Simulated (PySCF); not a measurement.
Radial density of Pb (lead, neutral)

MN15, [Xe] 4f14 5d10 6s2 6p2, high-spin 3P determinant. Calculation: PySCF 2.14, in aug-cc-pwCVTZ-DK3; scalar relativity by spin-free X2C-1e.

| r (bohr) | 4πr²ρ (e/bohr) | 4πr²(ρα − ρβ) |
| --- | --- | --- |
| 0.0157 | 105.7 | 0.0058 |
| 0.0265 | 108.9 | 0.0130 |
| 0.0445 | 153.4 | 0.0086 |
| 0.0749 | 126.9 | -0.0075 |
| 0.126 | 142.7 | 0.0197 |
| 0.212 | 92.50 | 0.0001 |
| 0.356 | 97.34 | 0.0290 |
| 0.599 | 39.65 | 0.0525 |
| 1.01 | 21.49 | -0.0323 |
| 1.70 | 6.491 | 0.3419 |
| 2.85 | 1.672 | 0.7498 |
| 4.80 | 0.2575 | 0.2191 |
| 8.07 | 0.009587 | 0.0096 |
| 13.6 | 1.416e-05 | 0.0000 |

Densities and radii are taken from the X2C orbitals without a picture-change correction, which distorts them close to the nucleus.

Spin-orbit coupling is strong in this species (close to jj coupling), so the high-spin LS determinant is a model state, not a physical level.

Problem. Where is the radial spin density 4πr²(ρα − ρβ) most negative, and why is it negative at all?

Solution. Around r = 1.01 bohr, down to -0.0323 e/bohr: exchange with the open shell polarises the paired shells in an unrestricted calculation.
